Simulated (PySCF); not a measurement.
## Which determinant of In₂ lies lowest?

Unrestricted PBE0; basis In def2-TZVPP with ECP28; scalar-relativistic core potentials; PySCF 2.14. Outer shells of the fragments: In 4d10 5s2 5p1; In 4d10 5s2 5p1.

Followed along the bond (rough minima from three points):

| 2Ms+1 | unpaired | ⟨S²⟩ at the start | R at minimum (Å) | Te (eV) |
| --- | --- | --- | --- | --- |
| 3 | σ ↑, π ↑ | 2.01 | 3.05 | 0.00 |
| 1 | σ ↑, π ↓ | 1.01 | 3.04 | 0.16 |
| 3 | π ↑↑ | 2.00 | 2.79 | 0.18 |
| 1 | π ↑↓ | 1.01 | 2.80 | 0.34 |
| 1 | none | 0.00 | 2.83 | 0.80 |

Solutions found at the starting distance of 2.780 Å, counted from the lowest of them; the search is not exhaustive and high or unbound solutions are not listed, so other states can lie among these:

```csv
2Ms+1,unpaired,term,E (eV),⟨S²⟩,⟨Lz²⟩
3,"σ ↑, π ↑",³Π,0.00,2.01,1.00
3,π ↑↑,³Σ⁻,0.06,2.00,0.00
1,"σ ↑, π ↓",mixed,0.16,1.01,1.00
1,π ↑↓,mixed,0.22,1.01,2.01
1,none,mixed,0.69,0.00,2.00
1,none,¹Σ⁺,0.79,0.00,0.00
3,π ↑↑,mixed,1.77,2.01,2.01
3,σ ↑↑,³Σ⁺,3.70,2.00,0.00
```

A term symbol is given only where ⟨S²⟩ and ⟨Lz²⟩ are close to those of a pure state; real π, δ and φ orbitals otherwise mix terms, and g/u labels are left off.

Spin–orbit coupling is left out.
